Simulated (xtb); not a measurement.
FH5N2Si, SMILES N[SiH](N)F. All values are semi-empirical tight-binding results from xtb (GFN2-xTB unless named), good for trends rather than for accurate numbers. Coordinates come from a GFN2-xTB optimisation. One conformer was computed; it need not be the lowest.

Computed properties:
```
Property                                          Value
----------------------------------------  -------------
orbital gap                                     6.87 eV
dipole moment                                    1.97 D
zero-point energy                         38.8 kcal/mol
G − E(el) at 298.15 K (modified RRHO)     20.6 kcal/mol
static polarisability (D4 model)             54.1 bohr³
solvation energy, GFN2-xTB/ALPB(water)    -5.0 kcal/mol
solvation energy, GFN2-xTB/ALPB(toluene)  -2.5 kcal/mol
```
